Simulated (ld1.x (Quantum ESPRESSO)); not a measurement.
# Fe, TM: configuration errors across variants

| Item | Value |
| --- | --- |
| Element | Fe (Z = 26) |
| Generator | ld1.x (Quantum ESPRESSO) 7.5 |
| Type | norm-conserving Troullier–Martins (Kleinman–Bylander form) |
| Functional | PBE |
| Relativity | non-relativistic |
| Frozen core | [Ar] |
| Valence charge | 8 |
| Reference configuration | 3d6 4s1.75 4p0.25 |
| Partial waves | 4s (bound): rc 2.25 bohr; 4p (bound): rc 3.30 bohr; 3d (bound): rc 0.90 bohr; 4f channel at 0.1 Ry: rc 3.20 bohr |
| Local potential | all-electron potential smoothed inside 1.10 bohr (lloc = -1) |
| Core correction | a·sin(br)/r model core inside 0.60 bohr |

All-electron excitation energies from the reference (eV): (1) 3d6 4s2 4p0 -0.970; (2) 3d6 4s1 4p0 7.630; (3) 3d6 4s0 4p0 23.623; (4) 3d5 4s2 4p0 13.559; (5) 3d4 4s0 4p0 111.449.

Tests that are not counted but printed errors over 1 eV. “base”: 3d6 4s0 4p1 (solver errors, printed error -3.1 eV); 3d6 4s0 4p2 (solver errors, printed error -10.9 eV). “wave 3d (bound): rc 0.90 bohr becomes 3d (bound): rc 0.60 bohr”: 3d6 4s0 4p1 (solver errors, printed error -1.9 eV); 3d6 4s0 4p2 (solver errors, printed error -10.9 eV). “wave 3d (bound): rc 0.90 bohr becomes 3d (bound): rc 0.72 bohr”: 3d6 4s0 4p1 (solver errors, printed error -3.1 eV); 3d6 4s0 4p2 (solver errors, printed error -10.9 eV). “wave 3d (bound): rc 0.90 bohr becomes 3d (bound): rc 0.88 bohr”: 3d6 4s0 4p1 (solver errors, printed error -3.1 eV); 3d6 4s0 4p2 (solver errors, printed error -10.9 eV). “wave 3d (bound): rc 0.90 bohr becomes 3d (bound): rc 0.94 bohr”: 3d6 4s0 4p1 (solver errors, printed error -3.1 eV); 3d6 4s0 4p2 (solver errors, printed error -10.9 eV).

A true bound ghost makes a file unfit for plane-wave use even where its test errors are small: the radial tests pick states by their node count and pass the ghost by. Where a test does run into it, the solver fails or the error is huge.

Errors AE − PS in meV (a dash: test not solved or not reliable):

| change | (1) | (2) | (3) | (4) | (5) | bound ghosts |
| --- | --- | --- | --- | --- | --- | --- |
| base | 0.0 | -5.6 | -44 | -236 | -1273 | s, p |
| wave 3d (bound): rc 0.90 bohr becomes 3d (bound): rc 0.60 bohr | 0.0 | -5.7 | -45 | -238 | -1282 | s, p |
| wave 3d (bound): rc 0.90 bohr becomes 3d (bound): rc 0.72 bohr | 0.0 | -5.7 | -45 | -238 | -1280 | s, p |
| wave 3d (bound): rc 0.90 bohr becomes 3d (bound): rc 0.88 bohr | 0.0 | -5.6 | -44 | -237 | -1274 | s, p |
| wave 3d (bound): rc 0.90 bohr becomes 3d (bound): rc 0.94 bohr | 0.0 | -5.6 | -44 | -236 | -1269 | s, p |
| wave 3d (bound): rc 0.90 bohr becomes 3d (bound): rc 1.10 bohr | 0.0 | -5.5 | -43 | -232 | -1250 | s, p |
| wave 3d (bound): rc 0.90 bohr becomes 3d (bound): rc 1.34 bohr | 0.0 | -5.0 | -40 | -220 | -1180 | s, p |

(1) Give the same row for: wave 3d (bound): rc 0.90 bohr becomes 3d (bound): rc 1.24 bohr.

Answers

(1) 0.0, -5.2, -41, -226, -1216; bound ghosts: s, p. Not counted: 3d6 4s0 4p2 (solver errors, printed error -10.9 eV).
